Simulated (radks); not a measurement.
The lithium ion Li2+ inside a hard spherical wall (all orbitals vanish at R), configuration held at 1s1 and not refilled when levels cross. Calculated with a radial shooting solver on a logarithmic mesh with Libxc functionals: scalar-relativistic Kohn-Sham, PBEsol, spin-polarised, spherical densities, point nucleus; open shells are filled with parallel spins first. Eigenvalues in eV for spin up, with the zero of energy where the potential of the charges vanishes at infinity; a dash marks a level that is unbound or too diffuse for the functional's potential to be trusted. A positive occupied level is held by the wall or, in an anion where self-interaction has pushed it up, behind a barrier. The pressure on the wall is -dE/dV.

| R (bohr) | E (hartree) | kinetic (hartree) | e(1s) | e(2s, empty) | e(2p, empty) | pressure (GPa) |
|---|---|---|---|---|---|---|
| free | -4.45051 | 4.443 | -102.83 | - | - | 0 |
| 20 | -4.45051 | 4.443 | -102.83 | - | - | < 0.0001 |
| 15 | -4.45051 | 4.443 | -102.83 | - | - | < 0.0001 |
| 12 | -4.45051 | 4.443 | -102.83 | - | - | < 0.0001 |
| 10 | -4.45051 | 4.443 | -102.83 | - | - | < 0.0001 |
| 2.5 | -4.44976 | 4.452 | -102.79 | -3.092 | -8.467 | 1.35 |
| 2 | -4.44248 | 4.510 | -102.42 | 18.884 | 3.174 | 21.8 |
